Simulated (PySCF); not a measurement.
# Electronic absorption of C3H9ClOSi

Compound: C₃H₉ClOSi.
Numbering: `[CH3:1][CH2:2][Si@@H:3]([Cl:4])[O:5][CH3:6]` (hydrogens: H7, H8, H9 on C1; H10, H11 on C2; H12 on Si3; H13, H14, H15 on C6)

Geometry (PBE0-D3(BJ)/def2-SVP, Å), atoms numbered from 1 in this order:
```
atom  x, y, z in Å
C1    -2.260   -0.382   -0.940
C2    -1.945   -1.800   -1.410
Si3   -0.263   -2.397   -0.893
Cl4    0.113   -4.266   -1.727
O5     0.843   -1.313   -1.474
C6     2.232   -1.402   -1.303
H7    -3.258   -0.059   -1.275
H8    -1.524    0.336   -1.332
H9    -2.242   -0.303    0.159
H10   -1.980   -1.868   -2.511
H11   -2.691   -2.523   -1.038
H12   -0.100   -2.560    0.582
H13    2.709   -0.583   -1.862
H14    2.521   -1.306   -0.241
H15    2.629   -2.359   -1.685
```

The calculation used TDDFT B3LYP/def2-SVPD, vertical, gas phase, core orbitals frozen in the response (PySCF).

```
state  E (eV)  λ (nm)  ν̃ (cm⁻¹)       f   main configurations (H = HOMO, L = LUMO)
   S1    7.42   167.1      59840   0.018                                  H→L (91%)
   S2    7.57   163.9      61020  0.0017                   H→L+1 (72%), H→L+2 (10%)
   S3    7.71   160.8      62180   0.011                                H-1→L (82%)
   S4    7.81   158.8      62960  0.0079    H-1→L+1 (57%), H→L+1 (16%), H→L+2 (12%)
   S5    7.85   157.9      63330   0.041  H→L+2 (53%), H-1→L+1 (16%), H-1→L+2 (11%)
   S6    8.05   154.0      64920   0.060                 H-2→L (67%), H-2→L+1 (16%)
```

The lowest singlet comes at 167 nm (716 kJ/mol) in the vacuum ultraviolet; it is weak; its leading configuration is HOMO→LUMO (91%). The strongest level in the table is S6 at 8.05 eV (154 nm, f = 0.060). It is the last of those listed, so stronger ones may follow. Löwdin shares by element: HOMO oxygen 29%, chlorine 16%, silicon 14%, carbon 11% or more (atoms not listed hold the other 31%); LUMO carbon 17% or more, silicon 17%, chlorine 13%, hydrogen 8% or more (atoms not listed hold the other 44%). The listed states span 0.63 eV, and the widest gap between neighbours is 0.20 eV (S5 to S6). The oscillator strengths of these states sum to 0.140; summed over the whole spectrum of an exact calculation they would give the number of electrons, 66 (Thomas–Reiche–Kuhn). Weighted by f, the mean energy of these states is 7.86 eV. The window holds the lowest 6 singlets.

Cost: about 40 s of CPU time on one thread; the machine was shared, so the figure is rough.

One conformer stands for the species.
